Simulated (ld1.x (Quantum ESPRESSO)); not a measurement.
# Transferability test, TM potential for Sb (Z = 51)

- Element: antimony
- Generator: ld1.x (Quantum ESPRESSO) 7.5
- Type: norm-conserving Troullier–Martins (Kleinman–Bylander form)
- Functional: LDA (PZ)
- Relativity: scalar-relativistic
- Frozen core: [Kr]
- Valence charge: 15
- Reference configuration: 4d10 5s2 5p3
- Partial waves: 5s (bound): rc 1.85 bohr; 5p (bound): rc 1.85 bohr; 4d (bound): rc 0.95 bohr
- Local potential: all-electron potential smoothed inside 1.20 bohr (lloc = -1)
- Core correction: Bessel-smoothed model core, default radius (core density twice the valence density)

Energies are relative to the spin-unpolarised reference configuration 4d10 5s2 5p3; without spin polarisation the order of configurations can differ from experiment. Spin-polarised rows fill each open shell by Hund’s rule, majority spin first. The frozen-core shift is the all-electron ΔE with the core orbitals held at their reference shape minus the fully relaxed ΔE.

(1) Give the all-electron excitation energy and the error of the potential for: 4d10 5s2 5p2; 4d10 5s2 5p1; 4d10 5s2 5p0; 4d9 5s2 5p3; 4d10 5s1 5p4; 4d9 5s2 5p4; 4d10 5s1 5p3; 4d10 5s2 5p3 (spin-polarised); 4d10 5s2 5p2 (spin-polarised).

Note: ghost states, extra bound levels that the all-electron valence spectrum of the same l lacks: s at -194.1 eV, p at -45.6 eV. A true bound ghost makes a file unfit for plane-wave use.

Answers

(1)

| valence configuration | charge | ΔE all-electron (eV) | error AE − PS (meV) | frozen-core shift (meV) |
| --- | --- | --- | --- | --- |
| 4d10 5s2 5p2 | +1 | 8.521 | -2.1 | +1.8 |
| 4d10 5s2 5p1 | +2 | 24.774 | -4.7 | +5.9 |
| 4d10 5s2 5p0 | +3 | 49.559 | -4.1 | +14 |
| 4d9 5s2 5p3 | +1 | 40.796 | -278 | +140 |
| 4d10 5s1 5p4 | 0 | 8.209 | -2.1 | +0.4 |
| 4d9 5s2 5p4 | 0 | 31.004 | -314 | +130 |
| 4d10 5s1 5p3 | +1 | 17.339 | -4.7 | +2.5 |
| 4d10 5s2 5p3 (spin-polarised) | 0 | -1.092 | +4.4 | +0.4 |
| 4d10 5s2 5p2 (spin-polarised) | +1 | 7.930 | +1.1 | +2.1 |
